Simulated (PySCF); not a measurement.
Te(Cl)2 cation (Cl2Te), SMILES Cl[Te]Cl (connectivity only; charge and spin as stated), charge +1, multiplicity 2.

Coordinates come from a PBE-D3(BJ)/def2-TZVP optimisation. The multiplicity is an assumed one; other spin states were not compared. The isomer is the one that the SMILES or the coordinates give; other isomers of the formula were not compared. The def2 effective core potentials stand for the cores of Te; spin–orbit coupling is left out.

All values below come from PBE-D3(BJ)/def2-TZVP run with PySCF.

Frequencies are harmonic and unscaled.

```tsv
mode	ν (cm⁻¹)	IR (km/mol)	moving atoms (share of kinetic energy)
1	135	0.7	Cl 83 %, Te 17 %
2	405	40.8	Cl 75 %, Te 25 %
3	413	7.1	Cl 81 %, Te 19 %
```
